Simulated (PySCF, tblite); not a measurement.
C5H7FOSi.
SMILES with atom numbers: `[F:1]/[CH:2]=[CH:3]/[CH:4]=[C:5]1/[CH2:6][O:7][SiH2:8]1` (hydrogens: H9 on C2; H10 on C3; H11 on C4; H12, H13 on C6; H14, H15 on Si8)

Geometry (GFN2-xTB, Å), atoms numbered from 1 in this order:
```xyz
15
C5H7FOSi angstrom
F      4.0081    0.6700    0.2720
C      2.9648    0.0904   -0.3437
C      1.7178    0.2637    0.0801
C      0.5791   -0.3447   -0.5580
C     -0.6662   -0.1656   -0.1230
C     -1.9690   -0.7021   -0.6382
O     -2.8486   -0.0943    0.3136
Si    -1.6921    0.7016    1.2065
H      3.2753   -0.5046   -1.1902
H      1.5231    0.8856    0.9423
H      0.7796   -0.9667   -1.4240
H     -2.2282   -0.3701   -1.6465
H     -2.0608   -1.7897   -0.5852
H     -1.8065    2.1508    1.1083
H     -1.5808    0.1838    2.5641
```

Computed with wB97X-D/def2-SVPD in PySCF (dipole) on a GFN2-xTB geometry, gas phase.

Take the most abundant isotopes and a rigid rotor. The values belong to one conformer with, in the numbering `[F:1]/[CH:2]=[CH:3]/[CH:4]=[C:5]1/[CH2:6][O:7][SiH2:8]1`, C2–C3–C4–C5 180°.

Q: What are A, B and C (cm⁻¹)?

A: Ia = 95.63, Ib = 751.09, Ic = 837.43 u·Å²; 505379 MHz·u·Å²/I gives 5285, 672.9 and 603.5 MHz, that is A = 0.17628, B = 0.02244, C = 0.02013 cm⁻¹.

Q: Classify the top.

A: A near-prolate asymmetric top; Ray's κ = -0.970.

Q: Is it planar, by Δ = Ic − Ia − Ib?

A: Not planar: Δ = Ic − Ia − Ib = -9.28 u·Å². For a rigid frame Δ = −2 Σ m c², so Σ m c² = 4.64 u·Å² lies off the ab plane, practically all of it from hydrogen. The atom farthest from that plane is 1.23 Å away.

Q: List the rotational levels J(Ka,Kc) to J = 5 (K).

A: Above 0(0,0), as E/k:
J = 1: 1(0,1) 0.061, 1(1,1) 0.283, 1(1,0) 0.286
J = 2: 2(0,2) 0.184, 2(1,2) 0.402, 2(1,1) 0.412, 2(2,1) 1.076, 2(2,0) 1.076
J = 3: 3(0,3) 0.367, 3(1,3) 0.581, 3(1,2) 0.600, 3(2,2) 1.260, 3(2,1) 1.260, 3(3,1) 2.375, 3(3,0) 2.375
J = 4: 4(0,4) 0.612, 4(1,4) 0.819, 4(1,3) 0.852, 4(2,3) 1.505, 4(2,2) 1.505, 4(3,2) 2.620, 4(3,1) 2.620, 4(4,1) 4.181, 4(4,0) 4.181
J = 5: 5(0,5) 0.918, 5(1,5) 1.117, 5(1,4) 1.167, 5(2,4) 1.811, 5(2,3) 1.812, 5(3,3) 2.926, 5(3,2) 2.926, 5(4,2) 4.487, 5(4,1) 4.487, 5(5,1) 6.494, 5(5,0) 6.494
The levels of one J sum to (2J + 1)J(J + 1)(A + B + C)/3.

Q: Which lines would a microwave search look for?

A: The dipole components are |μa| = 0.55 D, |μb| = 0.94 D, |μc| = 0.00 D; the mirror of this Cs structure is the ab plane, so μc vanishes by symmetry and there are no c-type lines. The squared components, which scale the intensities, stand as 0.35 : 1.00 (a : b). Some lines, for components of 0.1 D or more:

| type | branch | J(Ka,Kc) | MHz | lower level (cm⁻¹) |
| --- | --- | --- | --- | --- |
| a | Q | 3(1,2) ← 3(1,3) | 416 | 0.403 |
| a | R | 2(1,1) ← 1(1,0) | 2622 | 0.199 |
| a | R | 3(0,3) ← 2(0,2) | 3826 | 0.128 |
| a | R | 3(2,2) ← 2(2,1) | 3829 | 0.748 |
| a | R | 3(1,2) ← 2(1,1) | 3933 | 0.286 |
| b | Q | 1(1,0) ← 1(0,1) | 4681 | 0.043 |
| b | Q | 2(1,1) ← 2(0,2) | 4751 | 0.128 |
| b | Q | 3(1,2) ← 3(0,3) | 4858 | 0.255 |
| a | R | 4(1,4) ← 3(1,3) | 4965 | 0.403 |
| b | Q | 4(1,3) ← 4(0,4) | 5003 | 0.425 |
| a | R | 4(0,4) ← 3(0,3) | 5098 | 0.255 |
| a | R | 4(2,2) ← 3(2,1) | 5113 | 0.876 |
| b | R | 2(1,2) ← 1(0,1) | 7095 | 0.043 |
| b | R | 3(1,3) ← 2(0,2) | 8268 | 0.128 |
| b | Q | 4(2,2) ← 4(1,3) | 13606 | 0.592 |
| b | Q | 3(2,1) ← 3(1,2) | 13736 | 0.417 |
| b | Q | 2(2,0) ← 2(1,1) | 13836 | 0.286 |
| b | Q | 2(2,1) ← 2(1,2) | 14044 | 0.279 |
| b | Q | 4(2,3) ← 4(1,4) | 14288 | 0.569 |
| b | R | 2(2,1) ← 1(1,0) | 16458 | 0.199 |
| b | R | 3(2,2) ← 2(1,1) | 17665 | 0.286 |
| b | R | 3(2,1) ← 2(1,2) | 17877 | 0.279 |
| b | R | 4(2,2) ← 3(1,3) | 19265 | 0.403 |
| b | Q | 4(3,1) ← 4(2,2) | 23224 | 1.046 |
| b | Q | 3(3,1) ← 3(2,2) | 23233 | 0.875 |
| b | Q | 4(3,2) ← 4(2,3) | 23235 | 1.046 |
| b | R | 4(4,1) ← 3(3,0) | 37631 | 1.650 |
| b | R | 4(4,0) ← 3(3,1) | 37631 | 1.650 |

Its GFN2-xTB frequencies are all real (lowest 76 cm⁻¹). These are rigid-rotor constants of the computed structure; measured ground-state constants (B0) also hold zero-point vibration.
